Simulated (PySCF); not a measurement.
C$_{2}$H$_{6}$OZn, charge +1, doublet, geometry from GFN2-xTB (such geometries of metal compounds can be far from the true shape) (a state made from the parent by changing its charge; the spin is typed, not shown lowest); HF/STO-3G run with PySCF.

The PySCF input:
```python
from pyscf import gto, scf

mol = gto.M(
    atom='''
Zn    0.660528    0.078930    0.313643
C    -0.279773   -0.973573   -1.305849
C    -1.663825   -0.509349   -1.220521
H    -0.103098   -2.013784   -1.029938
H     0.292173   -0.629144   -2.168047
H    -1.786687    0.555696   -1.436145
H    -2.171314   -0.801466   -0.296286
H    -2.227819   -1.025483   -2.020479
O    -0.279399    1.104988    1.328493
H     0.077703    1.603923    2.071895
''',
    basis='sto-3g',
    charge=1,
    spin=1,
    verbose=4,
)

mf = scf.UHF(mol)
mf.conv_tol = 1e-6
mf.kernel()
```

### Question
Predict the main parts of the log of this PySCF run.

### Answer

```
PySCF version 2.14.0

[INPUT] verbose = 4
[INPUT] num. atoms = 10
[INPUT] num. electrons = 55
[INPUT] charge = 1
[INPUT] spin (= nelec alpha-beta = 2S) = 1
[INPUT] symmetry False subgroup None
[INPUT] Mole.unit = angstrom
[INPUT] Symbol           X                Y                Z      unit          X                Y                Z       unit  Magmom
[INPUT]  1 Zn     0.660528000000   0.078930000000   0.313643000000 AA    1.248217017607   0.149156083012   0.592699370887 Bohr   0.0
[INPUT]  2 C     -0.279773000000  -0.973573000000  -1.305849000000 AA   -0.528694347048  -1.839786332271  -2.467696970037 Bohr   0.0
[INPUT]  3 C     -1.663825000000  -0.509349000000  -1.220521000000 AA   -3.144173569204  -0.962530111821  -2.306450419280 Bohr   0.0
[INPUT]  4 H     -0.103098000000  -2.013784000000  -1.029938000000 AA   -0.194826983990  -3.805500234031  -1.946300745282 Bohr   0.0
[INPUT]  5 H      0.292173000000  -0.629144000000  -2.168047000000 AA    0.552126950993  -1.188909852913  -4.097015055185 Bohr   0.0
[INPUT]  6 H     -1.786687000000   0.555696000000  -1.436145000000 AA   -3.376349100321   1.050113248516  -2.713920725163 Bohr   0.0
[INPUT]  7 H     -2.171314000000  -0.801466000000  -0.296286000000 AA   -4.103188790434  -1.514551238151  -0.559899394543 Bohr   0.0
[INPUT]  8 H     -2.227819000000  -1.025483000000  -2.020479000000 AA   -4.209967765102  -1.937882015397  -3.818151950435 Bohr   0.0
[INPUT]  9 O     -0.279399000000   1.104988000000   1.328493000000 AA   -0.527987589477   2.088124690931   2.510487928402 Bohr   0.0
[INPUT] 10 H      0.077703000000   1.603923000000   2.071895000000 AA    0.146837389057   3.030975194891   3.915314108856 Bohr   0.0

nuclear repulsion = 249.662707842728
number of shells = 23
number of NR pGTOs = 117
number of NR cGTOs = 39
basis = sto-3g
ecp = {}

******** <class 'pyscf.scf.uhf.UHF'> ********
method = UHF
initial guess = minao
damping factor = 0
level_shift factor = 0
DIIS = <class 'pyscf.scf.diis.CDIIS'>
diis_start_cycle = 1
diis_space = 8
diis_damp = 0
SCF conv_tol = 1e-06
SCF conv_tol_grad = None
SCF max_cycles = 50
direct_scf = True
direct_scf_tol = 1e-13
number electrons alpha = 28  beta = 27
Set gradient conv threshold to 0.001
init E= -1907.47384444851

cycle= 1 E= -1909.04626989375  delta_E= -1.57  |g|= 0.469  |ddm|= 2.59
cycle= 2 E= -1909.28356742502  delta_E= -0.237  |g|= 0.269  |ddm|= 1.05
cycle= 3 E= -1909.33732356158  delta_E= -0.0538  |g|= 0.0827  |ddm|= 0.37
cycle= 4 E= -1909.34839405782  delta_E= -0.0111  |g|= 0.0335  |ddm|= 0.21
cycle= 5 E= -1909.35024814231  delta_E= -0.00185  |g|= 0.0239  |ddm|= 0.0665
cycle= 6 E= -1909.35211568242  delta_E= -0.00187  |g|= 0.0246  |ddm|= 0.065
cycle= 7 E= -1909.35177249622  delta_E= 0.000343  |g|= 0.0239  |ddm|= 0.0117
cycle= 8 E= -1909.34660893238  delta_E= 0.00516  |g|= 0.022  |ddm|= 0.276
cycle= 9 E= -1909.34662842101  delta_E= -1.95e-05  |g|= 0.0178  |ddm|= 0.0333
cycle= 10 E= -1909.34725978233  delta_E= -0.000631  |g|= 0.0121  |ddm|= 0.0633
cycle= 11 E= -1909.34819320678  delta_E= -0.000933  |g|= 0.0101  |ddm|= 0.0773
cycle= 12 E= -1909.3486873295  delta_E= -0.000494  |g|= 0.00955  |ddm|= 0.0462
cycle= 13 E= -1909.34928818952  delta_E= -0.000601  |g|= 0.00903  |ddm|= 0.0505
cycle= 14 E= -1909.35044534361  delta_E= -0.00116  |g|= 0.00808  |ddm|= 0.106
cycle= 15 E= -1909.35234903996  delta_E= -0.0019  |g|= 0.00639  |ddm|= 0.224
cycle= 16 E= -1909.35313595765  delta_E= -0.000787  |g|= 0.00442  |ddm|= 0.148
cycle= 17 E= -1909.35347873515  delta_E= -0.000343  |g|= 0.00407  |ddm|= 0.106
cycle= 18 E= -1909.35366040346  delta_E= -0.000182  |g|= 0.00466  |ddm|= 0.0646
cycle= 19 E= -1909.35371712385  delta_E= -5.67e-05  |g|= 0.00349  |ddm|= 0.0229
cycle= 20 E= -1909.35372063371  delta_E= -3.51e-06  |g|= 0.00232  |ddm|= 0.0205
cycle= 21 E= -1909.35378753677  delta_E= -6.69e-05  |g|= 0.00243  |ddm|= 0.0253
cycle= 22 E= -1909.35380731449  delta_E= -1.98e-05  |g|= 0.0024  |ddm|= 0.0089
cycle= 23 E= -1909.35379649571  delta_E= 1.08e-05  |g|= 0.00217  |ddm|= 0.0056
cycle= 24 E= -1909.35380819786  delta_E= -1.17e-05  |g|= 0.0019  |ddm|= 0.024
cycle= 25 E= -1909.3538220215  delta_E= -1.38e-05  |g|= 0.00151  |ddm|= 0.0255
cycle= 26 E= -1909.35382738324  delta_E= -5.36e-06  |g|= 0.000876  |ddm|= 0.025
cycle= 27 E= -1909.35383382119  delta_E= -6.44e-06  |g|= 0.000685  |ddm|= 0.0108
cycle= 28 E= -1909.35383633189  delta_E= -2.51e-06  |g|= 0.000628  |ddm|= 0.00438
cycle= 29 E= -1909.35383935483  delta_E= -3.02e-06  |g|= 0.000588  |ddm|= 0.00556
cycle= 30 E= -1909.35384185954  delta_E= -2.5e-06  |g|= 0.000568  |ddm|= 0.00485
cycle= 31 E= -1909.35384314243  delta_E= -1.28e-06  |g|= 0.000565  |ddm|= 0.00206
cycle= 32 E= -1909.3538441956  delta_E= -1.05e-06  |g|= 0.000564  |ddm|= 0.00141
cycle= 33 E= -1909.35384472865  delta_E= -5.33e-07  |g|= 0.000564  |ddm|= 0.00069
Extra cycle  E= -1909.35384526158  delta_E= -5.33e-07  |g|= 0.000565  |ddm|= 0.000682
converged SCF energy = -1909.35384526158  <S^2> = 0.79453895  2S+1 = 2.0440538
```
